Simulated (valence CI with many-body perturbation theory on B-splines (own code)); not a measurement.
Nb XI: electric-dipole lines

Calculated by valence CI with perturbative core correlation (CI+MBPT): three valence electrons over a frozen Dirac-Fock core [Ar] 3d10, radial functions for each j: 11 s, 11 p, 9 d, 7 f, 5 g, 2 h, 1 i, with the one-electron correlation potential Σ1 (screened to all orders), the two-electron term Σ2, the three-electron term Σ3, Breit, model QED; selected single and double excitations, second order for the rest, scaled by the run's own slope (own B-spline code, finite nucleus).

No measured levels were compared; by estimate levels hold to about 250 cm⁻¹ or 0.2 % of their energy and the worst to 1 %, as in measured heavy ions of charge 2 to 7; those with d or f electrons hold less well.

Lines 101 to 150 of 266 in falling wavelength, among levels below 108.16 eV, chosen from the strongest by gf and those to the six lowest levels. Wavelengths and rates use the calculated energies, so an error of 900 cm⁻¹ moves a line at 363.3 Å by 0.33 % and its rate by three times that or more. Electric multipoles are in the length gauge, E1 and E2 with the static RPA response of the core. Weak lines are less certain than strong ones. Lines between different terms over intervals too small for the method are left out, as are lines whose strength nearly cancels. Where a level lies close to another of its J and parity, the split of strength between their lines is uncertain. The highest levels of a list are the least certain.

Names give the largest LS component (configuration and term), which can be under half, so a name can repeat, a term be missing and a line seem to break the LS rules; names also repeat where a configuration has a term twice. Letters in brackets count levels of one name in rising energy.

```csv
λ vac (Å),Upper,Lower,A (s⁻¹),log gf,Branch %
363.3,4s 4p2 2S_1/2,4s2 4p 2P°_1/2,2.39e+10,-0.02,99.9
363.2,4s 4p 4d 2P°_1/2 [b],4s2 4d 2D_3/2,2.34e+10,-0.03,29.9
363.0,4s 4p2 2P_1/2,4s2 4p 2P°_3/2,2.09e+10,-0.08,78.8
363.0,4s 4p 4d 2D°_3/2 [b],4s2 4d 2D_5/2,1.43e+10,0.05,15.7
362.5,4p3 2D°_5/2,4s 4p2 4P_3/2,8.26e+06,-3.01,0.1
361.2,4s 4p 4d 2P°_3/2 [b],4s2 4d 2D_5/2,9.36e+09,-0.14,10.6
358.5,4s 4p 4d 2D°_5/2 [b],4s2 4d 2D_5/2,1.79e+10,0.32,16.4
358.4,4s 4p 4d 2D°_3/2 [b],4s2 4d 2D_3/2,4.97e+09,-0.42,5.4
356.7,4s 4p 4d 2P°_3/2 [b],4s2 4d 2D_3/2,1.48e+10,0.05,16.7
355.0,4s 4p2 2P_3/2,4s2 4p 2P°_3/2,3.22e+10,0.39,83.0
350.8,4p3 4S°_3/2 [b],4s 4p2 4P_1/2,2.79e+09,-0.69,13.8
337.9,4s 4p 4d 4F°_3/2,4s 4p2 2D_3/2,6.76e+08,-1.33,51.5
334.0,4s 4p2 2P_1/2,4s2 4p 2P°_1/2,5.60e+09,-0.73,21.1
332.2,4s 4p 4d 4F°_5/2,4s 4p2 2D_3/2,8.94e+05,-4.05,0.0
327.2,4s 4p2 2P_3/2,4s2 4p 2P°_1/2,6.59e+09,-0.37,17.0
322.8,4p3 2P°_3/2,4s 4p2 4P_5/2,2.37e+08,-1.83,1.3
322.1,4p3 2P°_1/2,4s 4p2 4P_3/2,5.90e+07,-2.74,0.3
311.7,4p3 2P°_3/2,4s 4p2 4P_3/2,8.21e+08,-1.32,4.5
310.8,4p3 2P°_1/2,4s 4p2 4P_1/2,7.48e+07,-2.66,0.4
309.9,4s 4p 4d 4P°_5/2,4s 4p2 2D_5/2,2.47e+09,-0.67,5.2
305.0,4s 4p 4d 4P°_5/2,4s 4p2 2D_3/2,2.51e+08,-1.68,0.5
302.5,4p2 4d 2P_3/2 [a],4p3 2D°_5/2,8.31e+09,-0.34,37.1
301.8,4s 4p 4d 4D°_3/2 [a],4s 4p2 2D_3/2,2.12e+09,-0.94,3.5
301.7,4p2 4d 2D_5/2,4p3 2P°_3/2,2.66e+09,-0.66,3.4
301.2,4p3 2P°_3/2,4s 4p2 4P_1/2,2.46e+08,-1.87,1.4
300.7,4s 4p 4d 4F°_3/2,4s 4p2 4P_5/2,4.75e+07,-2.59,3.6
299.9,4s 4p 4d 4D°_1/2,4s 4p2 2D_3/2,1.21e+07,-3.49,0.0
299.5,4s 4p 4d 2P°_3/2 [a],4s 4p2 2P_3/2,1.06e+10,-0.24,14.3
296.3,4s 4p 4d 4F°_5/2,4s 4p2 4P_5/2,6.07e+08,-1.32,33.5
293.1,4s 4p 4d 4D°_5/2,4s 4p2 2D_5/2,2.63e+09,-0.69,4.0
292.9,4p2 4d 2P_3/2 [b],4p3 2D°_5/2,6.62e+09,-0.47,24.9
292.4,4s 4p 4d 4D°_7/2,4s 4p2 2D_5/2,1.61e+09,-0.78,2.2
291.1,4p2 4d 2P_3/2 [b],4p3 4S°_3/2 [b],6.63e+09,-0.47,24.9
291.1,4s 4p 4d 4F°_3/2,4s 4p2 4P_3/2,3.09e+08,-1.80,23.6
290.7,4s 4p 4d 2D°_3/2 [a],4s 4p2 2D_5/2,4.41e+09,-0.65,9.7
289.6,4s 4p 4d 4F°_7/2,4s 4p2 4P_5/2,2.10e+09,-0.68,97.5
289.2,4s 4p 4d 2D°_5/2 [a],4s 4p2 2D_5/2,2.35e+10,0.25,53.5
289.2,4s 4p 4d 4P°_1/2,4s 4p2 2D_3/2,2.12e+08,-2.27,0.4
289.2,4s2 4f 2F°_7/2,4s2 4d 2D_5/2,8.75e+10,0.94,97.3
288.7,4s 4p 4d 4D°_5/2,4s 4p2 2D_3/2,2.90e+09,-0.66,4.4
288.7,4s 4p 4d 4D°_3/2 [b],4s 4p2 2D_3/2,5.40e+09,-0.57,9.0
288.6,4s2 4f 2F°_5/2,4s2 4d 2D_5/2,6.49e+09,-0.31,6.9
287.9,4p2 4d 2G_7/2,4p3 2D°_5/2,2.47e+09,-0.61,28.9
286.9,4s 4p 4d 4F°_5/2,4s 4p2 4P_3/2,8.61e+08,-1.20,47.5
286.5,4s 4p 4d 2D°_3/2 [a],4s 4p2 2D_3/2,2.89e+10,0.15,63.4
285.7,4s2 4f 2F°_5/2,4s2 4d 2D_3/2,8.47e+10,0.79,90.0
285.0,4s 4p 4d 2D°_5/2 [a],4s 4p2 2D_3/2,8.22e+09,-0.22,18.7
283.9,4s 4p 4d 2P°_1/2 [a],4s 4p2 2P_1/2,4.97e+10,0.08,77.0
282.1,4p2 4d 2D_3/2,4p3 2P°_1/2,1.16e+10,-0.26,38.1
281.9,4s 4p 4d 4F°_3/2,4s 4p2 4P_1/2,2.24e+08,-1.97,17.0
```

Q: How does gf follow from A for the line at 309.9 Å?

A: gf = 1.4992 × (2J+1)_upper × A / σ², with σ = 322720 cm⁻¹ and 2J+1 = 6: gf = 0.213.
